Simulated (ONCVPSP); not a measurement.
## Scattering properties, ONCV potential for Mg

ONCVPSP 4.0.1 input, shortened (lines: element, Z, core and valence counts, functional; n l f; lmax; l rc ep ncon nbas qcut; lloc lpopt rc5 dvloc0; l nproj debl; icmod fcfact rcfact), PBEsol, non-relativistic:

```
  Mg 12.00    1    3  -116133      upf
    1    0    2.00
    2    0    2.00
    2    1    6.00
    3    0    2.00
    2
    0    1.20    0.00    4    8    9.50
    1    1.20    0.00    5    8   10.80
    2    1.05    0.23    5    9   10.00
    4    3    0.75    1.00
    0    2    1.80
    1    1    1.30
    2    2    3.50
    1    0.35    0.00
```

The phase is arctan(r·R′/R) of the radial function R(r), unwrapped; energies in Ha, scanned from -4 to 5 Ha. A pole is an energy at which the radial function vanishes at the test radius. The pseudo phase is shifted by a multiple of π to meet the all-electron one at the reference energy, and phase errors are pseudo minus all-electron; the curves can meet again beyond the range given. Levels narrower than the energy grid can be missing from the lists of poles.

```json
{"channel": "s", "radius (bohr)": "1.22", "reference energy (Ha)": "-0.17", "poles, all-electron": "-2.26", "poles, pseudo": "-2.26", "unbroken range about the reference energy with phases within 0.05 rad": "the whole range", "phase error 1 Ha above the reference energy (rad)": "+0.000"}
{"channel": "p", "radius (bohr)": "1.22", "reference energy (Ha)": "-1.71", "poles, all-electron": "-1.10", "poles, pseudo": "-1.10", "unbroken range about the reference energy with phases within 0.05 rad": "below 0.9", "phase error 1 Ha above the reference energy (rad)": "+0.007"}
{"channel": "d", "radius (bohr)": "1.07", "reference energy (Ha)": "0.23", "poles, all-electron": "none", "poles, pseudo": "none", "unbroken range about the reference energy with phases within 0.05 rad": "the whole range", "phase error 1 Ha above the reference energy (rad)": "+0.000"}
```

Phases in the s channel:

```tsv
E (Ha)	all-electron	pseudo
-3.98	0.386	0.386
-3.74	-0.014	-0.014
-3.50	-0.513	-0.513
-3.26	-0.927	-0.927
-3.02	-1.194	-1.194
-2.78	-1.363	-1.363
-2.54	-1.476	-1.476
-2.30	-1.558	-1.558
-2.06	-1.622	-1.622
-1.82	-1.674	-1.674
-1.58	-1.720	-1.720
-1.34	-1.761	-1.761
-1.10	-1.800	-1.800
-0.86	-1.838	-1.838
-0.62	-1.877	-1.877
-0.38	-1.917	-1.917
-0.14	-1.961	-1.961
0.10	-2.009	-2.009
0.34	-2.062	-2.062
0.58	-2.125	-2.125
0.82	-2.198	-2.198
1.06	-2.285	-2.285
1.30	-2.391	-2.391
1.54	-2.521	-2.521
1.78	-2.679	-2.678
2.02	-2.865	-2.865
2.26	-3.075	-3.075
2.50	-3.294	-3.293
2.74	-3.503	-3.502
2.98	-3.688	-3.687
3.22	-3.842	-3.842
3.46	-3.969	-3.969
3.70	-4.072	-4.071
3.94	-4.156	-4.155
4.18	-4.224	-4.224
4.42	-4.281	-4.281
4.66	-4.330	-4.329
4.90	-4.370	-4.370
```
